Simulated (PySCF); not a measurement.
PySCF input file for Al(Cl)(NH2)2 (AlClH₄N₂), SMILES [NH2][Al]([NH2])[Cl], C-PCM-PBE0/def2-SVP. The structure is a stationary point at PBE0-D3(BJ)/def2-SVP. Other conformers were not sampled.

```python
import numpy as np
from pyscf import gto, scf, dft
from pyscf.solvent import pcm

mol = gto.M(
    atom='''
    Al    0.00000000    0.00000000    0.41320521
    Cl    0.00000000   -0.00000000   -1.69502570
    N     0.00000000   -1.55563097    1.24419872
    H     0.00000000   -2.44844266    0.76545798
    H     0.00000000   -1.69684769    2.24703559
    N     0.00000000    1.55563096    1.24419872
    H     0.00000000    1.69684770    2.24703559
    H     0.00000000    2.44844266    0.76545798
    ''',
    basis='def2-SVP',
    charge=0,
    spin=0,
    max_memory=1600,
    verbose=3,
)
mf = dft.RKS(mol, xc='pbe0').density_fit(auxbasis='def2-universal-jkfit')
mf.grids.level = 3
mf.conv_tol = 1e-9
mf.max_cycle = 100
mf.kernel()
res = {}
for name, eps in {'water': 78.355, 'tetrahydrofuran': 7.4257, 'dimethylsulfoxide': 46.826}.items():
    s = mf.PCM()
    s.with_solvent.method, s.with_solvent.eps, s.with_solvent.lebedev_order = 'C-PCM', eps, 29
    s.kernel(mf.make_rdm1())
    res[name] = (s.e_tot, eps, s.dip_moment(), s.mo_energy, s.converged)
    print(f'{name}: electrostatic solvation free energy {(s.e_tot - mf.e_tot) * 627.509474:.3f} kcal/mol')
```

Program output:

```
converged SCF energy = -813.990158148413

WARN: PCM is an experimental feature. It is still in testing.
Features and APIs may be changed in the future.

converged SCF energy = -813.999719710251
Dipole moment(X, Y, Z, Debye):  0.00000,  0.00000,  3.25925
water: electrostatic solvation free energy -6.000 kcal/mol

WARN: PCM is an experimental feature. It is still in testing.
Features and APIs may be changed in the future.

converged SCF energy = -813.998457816139
Dipole moment(X, Y, Z, Debye):  0.00000,  0.00000,  3.17864
tetrahydrofuran: electrostatic solvation free energy -5.208 kcal/mol

WARN: PCM is an experimental feature. It is still in testing.
Features and APIs may be changed in the future.

converged SCF energy = -813.999629900696
Dipole moment(X, Y, Z, Debye):  0.00000,  0.00000,  3.25344
dimethylsulfoxide: electrostatic solvation free energy -5.944 kcal/mol
```

The calculation finished and met its thresholds.

Cost: about 50 core-seconds (a rough figure).
